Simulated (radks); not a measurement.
Spherical quantum dot in the effective-mass picture: electrons in a parabolic well V = omega^2 r^2 / 2 with omega = 1.68, all in effective atomic units (hartree* = m*/eps^2 hartree, bohr* = eps/m* bohr), one dielectric constant everywhere. Method: non-relativistic Kohn-Sham, PBE, spin-polarised, spherical densities; computed with a radial shooting solver with Libxc functionals. Levels are named by radial order and angular momentum (1s, 1p, 1d, 2s, ...), and open shells are averaged over m. Results are scaled to m* = 0.039 and eps = 15.8, for which hartree* = 4.251 meV and bohr* = 21.44 nm. Each electron was tried in the lowest free levels, single moves between levels near the top were tried too, and the lowest total energy was kept; such a search can miss a lower state. At N = 1 the Hartree and exchange-correlation terms need not cancel, so that row can carry a self-interaction error.

N        open shells  2S  E (meV)  mu = E(N) - E(N-1) (meV)  addition energy mu(N+1) - mu(N) (meV)  e(HOMO) (meV)  rms radius (nm)
1   1s(up 1, down 0)   1  10.7615                    10.761                                  4.107         12.334            20.30
2               none   0  25.6303                    14.869                                  9.202         16.367            21.30
3   1p(up 1, down 0)   1  49.7010                    24.071                                  2.615         25.359            23.93
4   1p(up 2, down 0)   2  76.3866                    26.686                                  2.668         28.019            25.41
5   1p(up 3, down 0)   3  105.740                    29.354                                  3.445         30.686            26.47
6   1p(up 3, down 1)   2  138.539                    32.799                                  2.417         33.992            27.38
7   1p(up 3, down 2)   1  173.755                    35.216                                  2.465         36.447            28.15
8               none   0  211.436                    37.681                                  7.669         38.914            28.83
9   1d(up 1, down 0)   1  256.786                    45.350                                  2.155         46.426            29.88
10  1d(up 2, down 0)   2  304.290                    47.505                                  2.155         48.583            30.76
11  1d(up 3, down 0)   3  353.950                    49.659                                  2.146         50.734            31.54
12  1d(up 4, down 0)   4  405.755                    51.805                                  2.132         52.873            32.23
13  1d(up 5, down 0)   5  459.691                    53.936                                  2.746         54.997            32.86
14  1d(up 5, down 1)   4  516.373                    56.682                                  2.011         57.686            33.46
15  1d(up 5, down 2)   3  575.066                    58.693                                  2.014         59.700            34.02
16  1d(up 5, down 3)   2  635.773                    60.707                                  2.008         61.712            34.54
17  1d(up 5, down 4)   1  698.488                    62.715                                  1.999         63.716            35.03
18              none   0  763.202                    64.714                                  2.604         65.709            35.49
19  2s(up 1, down 0)   1  830.520                    67.318                                  2.297         68.324            35.95
20              none   0  900.134                    69.614                                  5.497         70.599            36.40
21  1f(up 1, down 0)   1  975.245                    75.111                                  1.806         76.015            36.94
22  1f(up 2, down 0)   2  1052.16                    76.917                                  1.799         77.818            37.45
23  1f(up 3, down 0)   3  1130.88                    78.716                                  1.791         79.613            37.93
24  1f(up 4, down 0)   4  1211.38                    80.507                                  1.782         81.399            38.39
25  1f(up 5, down 0)   5  1293.67                    82.289                                  1.773         83.177            38.83
26  1f(up 6, down 0)   6  1377.73                    84.061                                  1.763         84.945            39.25
27  1f(up 7, down 0)   7  1463.56                    85.824                                  2.237         86.703            39.66
28  1f(up 7, down 1)   6  1551.62                    88.062                                  1.707         88.916            40.05
29  1f(up 7, down 2)   5  1641.39                    89.769                                  1.702         90.621            40.43
30  1f(up 7, down 3)   4  1732.86                    91.471                                  1.697         92.321            40.80
31  1f(up 7, down 4)   3  1826.03                    93.168                                  1.690         94.014            41.16
32  1f(up 7, down 5)   2  1920.89                    94.858                                  1.682         95.700            41.51
33  1f(up 7, down 6)   1  2017.43                    96.540                                  1.675         97.379            41.85
34              none   0  2115.64                    98.215                                  2.579         99.049            42.18
35  2p(up 1, down 0)   1  2216.43                    100.79                                  1.678         101.63            42.51
36  2p(up 2, down 0)   2  2318.91                    102.47                                  1.677         103.31            42.83
37  2p(up 3, down 0)   3  2423.06                    104.15                                  1.966         104.99            43.15
38  2p(up 3, down 1)   2  2529.17                    106.11                                  1.640         106.93            43.46
39  2p(up 3, down 2)   1  2636.92                    107.75                                      -         108.58            43.76

All shells are closed at N = 2, 8, 18, 20, 34 (there: 1s2 1p6 1d10 2s2 1f14); the second difference of the energy has clear peaks (12 % above both neighbours; the first and last values, which can be the largest, are not judged, and half-filled shells can peak too) at N = 2, 5, 8, 13, 18, 20, 27, 34, 37.
